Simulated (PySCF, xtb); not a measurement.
C₃H₅ClOSi, SMILES Cl[Si@@H]1CC=CO1.

GFN2-xTB run with xtb at its own geometry gives an orbital gap of 4.92 eV and a dipole moment of 2.40 D.

Coordinates come from a B3LYP-D3(BJ)/def2-SVP optimisation. The structure was generated by enumeration; whether it is a known compound was not checked. Other conformers were not sampled.

What does r2SCAN/def2-TZVP (PySCF) give? (Estimate from the structure and the level; the computed values follow.)

gap 5.36 eV (levels -5.82 and -0.46 eV), dipole 1.92 D.
